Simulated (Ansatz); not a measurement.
Gas-phase electronic energies from Ansatz, PBE0-D4/def2-TZVP geometries. CCSD(T)/CBS adds triple-zeta CCSD(T) − MP2 to the extrapolated MP2 energy (def2 sets, frozen cores). This one scheme is used for every species, atoms too. DFT in def2-TZVPP. HSE06 is defined as in plane-wave codes. Open shells (•) are unrestricted, without spin–orbit coupling. Spin–orbit coupling would lower the free atoms: a little for Al, O, Si. One conformer a species, not always the lowest.

Reaction (atomization): `[OH][AlH][SiH2]P` → Al• + 6 H• + O• + P• + Si•

(1) What is ΔE at CCSD(T)/CBS? (An estimate is asked.)

(2) What do these levels give: LDA (SPW92), revPBE-D4, ωB97M-V, PBE-QIDH, PBE0, HSE06, CAM-B3LYP, HF/def2-TZVPP, MP2/def2-TZVPP, SCS-MP2/def2-TZVPP, CCSD/def2-TZVPP, MP2/def2-QZVPP? (Estimate.)

(3) What do rigid-rotor, harmonic-oscillator terms from PBE0-D4/def2-TZVP frequencies (298.15 K, 1 bar) make of the CCSD(T)/CBS value? (Estimate.)

Largest T1 diagnostic among the species: 0.018.

Results:

(1) Computed: +2986.9 kJ/mol.

(2) The calculation gave: LDA (SPW92) 3345.5, revPBE-D4 2918.5, ωB97M-V 2988.1, PBE-QIDH 2921.5, PBE0 2918.5, HSE06 2921.0, CAM-B3LYP 2965.3, HF/def2-TZVPP 2136.5, MP2/def2-TZVPP 2890.3, SCS-MP2/def2-TZVPP 2915.1, CCSD/def2-TZVPP 2854.3, MP2/def2-QZVPP 2946.4 kJ/mol.

(3) The calculation gave: ΔZPE = -145.5 kJ/mol, ΔH = +2879.1 kJ/mol, ΔS = 964 J/(mol·K), ΔG = +2591.6 kJ/mol. Open shells count their whole term as degenerate. Modes under 50 cm⁻¹ make the entropy rough.

Leaving LDA and LC-ωPBE aside and taking each functional with its dispersion term where it has one, the values, not all of them listed here, spread over 107.8 kJ/mol, from BHLYP-D4 to B97M-V. LDA lies +392.8 kJ/mol from PBE without D4, its usual overbinding. At CCSD(T), def2-SVP lies −252.3 kJ/mol from the extrapolated value and def2-TZVPP −94.2 kJ/mol: correlation converges slowly with the basis, and small sets miss more of it in the bonded molecule than in its fragments. From PBE to PBE0 (25 % exact exchange), in def2-TZVPP and without D4, ΔE moves by −34.2 kJ/mol: exact exchange takes away binding that semilocal exchange gives to molecules.

For atomizations the MP2-based limit and the directly extrapolated one differ by several kJ/mol either way, and by 10 to 25 for some Ge, Se and Sn compounds, so smaller differences from it don't rank the levels.
